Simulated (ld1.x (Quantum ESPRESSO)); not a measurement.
Before and after: TM semilocal potential for Ce

- Element: Ce (Z = 58)
- Generator: ld1.x (Quantum ESPRESSO) 7.5
- Type: norm-conserving Troullier–Martins (semilocal form)
- Functional: PBE
- Relativity: scalar-relativistic
- Frozen core: [Kr] 4d10 4f1
- Valence charge: 11
- Reference configuration: 5s2 5p6 5d1 6s2 6p0
- Partial waves: 5p (bound): rc 2.45 bohr; 5d (bound): rc 2.70 bohr; 5s (bound): rc 1.70 bohr
- Local potential: the s channel
- Core correction: none

Occupied shells without a wave of their own: 6s. They enter only through the test configuration that unscreens the potential.

Change: all radii scaled by about 1.09 (s 1.84, p 2.66, d 2.94 bohr).

Cutoffs: the cutoffs (Ry, on a coarse ladder) from which the occupation-weighted sum of valence levels, in a spherical-Bessel basis at the reference potential, stays within 10 and 1 mRy of its value at 400 Ry; they do not see the model core or the augmentation charge, which bear on the density cutoff. Errors are all-electron minus pseudo energies relative to the spin-unpolarised reference configuration.

**Question.** How do hardness, ghosts and transferability respond?

**Answer.** The potential gets softer (45 Ry and 80 Ry → 40 Ry and 70 Ry); of the 6 tests that both files solve, the error grows in 6 and shrinks in 0 by more than 15 % and 0.3 meV (median size 137.8 → 243.3 meV); neither file shows a bound ghost at the reference potential, the only one tested. A larger radius leaves more room for a smooth pseudo-wave, so fewer plane waves are needed. More of the atom is replaced by a form fitted at one configuration, so other configurations suffer. A semilocal file is local in each channel, so a ghost entry of none says nothing of the separable form that plane-wave codes build from it.

```csv
quantity,base,changed
"cutoff, loose",45 Ry,40 Ry
"cutoff, tight",80 Ry,70 Ry
loose cutoff by channel (10 mRy a level),"p 10 Ry, d 10 Ry, s 40 Ry","p 10 Ry, d 10 Ry, s 35 Ry"
bound ghosts,none,none
"largest miss of a reference level, eV",0.07,0.13
"tests counted (converged, no solver errors)",6 of 7,6 of 7
"error for 5s2 5p6 5d1 6s1 6p0, meV [ΔE 6.07 eV]",-101,-178
"error for 5s2 5p6 5d1 6s0 6p0, meV [ΔE 17.15 eV]",-267,-473
"error for 5s2 5p6 5d0 6s0 6p0, meV [ΔE 36.33 eV]",-403,-694
"error for 5s2 5p6 5d2 6s1 6p0, meV [ΔE 0.89 eV]",-67,-116
"error for 5s2 5p6 5d1.5 6s1.5 6p0, meV [ΔE 0.40 eV]",-36,-62
"error for 5s2 5p6 5d2 6s0 6p0, meV [ΔE 6.24 eV]",-175,-308
```

Base: Tests not counted: 5s2 5p6 5d1 6s0 6p1 (solver errors, printed error -7.8 eV). These tests converged, but a pseudo level misses the all-electron one widely, so the file describes the atom poorly there or has found another state: 5s2 5p6 5d1 6s0 6p0: empty 6p by 7.1 eV; 5s2 5p6 5d0 6s0 6p0: empty 6p by 7.7 eV. The 6s level has no wave, so the channel is fitted at the deeper level alone: the likely source of the large errors. Changed file: Tests not counted: 5s2 5p6 5d1 6s0 6p1 (solver errors, printed error -8.0 eV). These tests converged, but a pseudo level misses the all-electron one widely, so the file describes the atom poorly there or has found another state: 5s2 5p6 5d1 6s0 6p0: empty 6p by 7.1 eV; 5s2 5p6 5d0 6s0 6p0: empty 6p by 11.3 eV. The 6s level has no wave, so the channel is fitted at the deeper level alone: the likely source of the large errors.
